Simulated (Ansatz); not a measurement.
The molecule TaAl, multiplicity 7 (an upper state: multiplicity 5 came lower at CCSD(T)/def2-TZVPP on PBE0 minima). No spin–orbit coupling.

Seven points along R, fitted to fifth degree in 1/R; most abundant isotopes. Runs in def2 and cc sets follow the lowest solution found near the PBE0 minimum.

Programs: Ansatz (a program for electronic structure) with Gaussian orbitals. Each number belongs to the level named beside it. In def2 rows elements past Kr take small-core potentials, without spin–orbit coupling.

```csv
level,r_e (Å),ω_e (cm⁻¹),ω_e x_e (cm⁻¹),dipole (D)
PBE/def2-TZVPP,2.567,?,1.1,1.04
PBE0/def2-TZVPP,2.539,314,1.1,1.49
wB97X-V/def2-TZVPP,?,?,1.3,2.29
```

Problem. Complete the blanks.

Solution. 
- wB97X-V/def2-TZVPP, r_e (Å): 2.515
- wB97X-V/def2-TZVPP, ω_e (cm⁻¹): 332
- PBE/def2-TZVPP, ω_e (cm⁻¹): 297
